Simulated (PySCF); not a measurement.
Si(Me)(OH)2(PH2) (CH7O2PSi), SMILES P[Si](O)(O)C. Atoms are numbered in the order given.

```xyz
12

C      1.9529     0.0539    -0.5167
Si     0.2279     0.2610     0.1508
O     -0.4363     1.7270    -0.2839
O      0.3858     0.1158     1.8032
P     -1.3117    -1.2117    -0.5922
H      2.3567    -0.9347    -0.2509
H      1.9663     0.1516    -1.6125
H      2.6269     0.8148    -0.0904
H      0.1070     2.5034    -0.1158
H     -0.4342     0.1534     2.3054
H     -1.0553    -0.9228    -1.9671
H     -0.3967    -2.3090    -0.5512
```

Coordinates come from a PBE0-D3(BJ)/def2-SVP optimisation. This is a generated structure with no PubChem entry under its InChIKey; it may be hypothetical. Other conformers were not sampled.

Two levels are set side by side: PBE/pcSseg-1 (PySCF) and B3LYP/pcSseg-1 (PySCF). GIAO shifts against H2O (¹⁷O), PH3 (³¹P), TMS (²⁹Si), TMS (¹H), TMS (¹³C) at the same level; non-relativistic, no solvent, atoms listed together averaged. Differences are taken from unrounded values.

```
quantity              B3LYP   PBE  PBE minus B3LYP
--------------------  -----  ----  ---------------
δ(¹³C) of C1 (ppm)      6.5   6.9              0.4
δ(²⁹Si) of Si2 (ppm)   14.3  17.5              3.2
δ(³¹P) of P5 (ppm)      2.3   4.5              2.2
```

Rough cost on one machine, each run with all the roots and properties that it gave: B3LYP against PBE within a factor of 2.
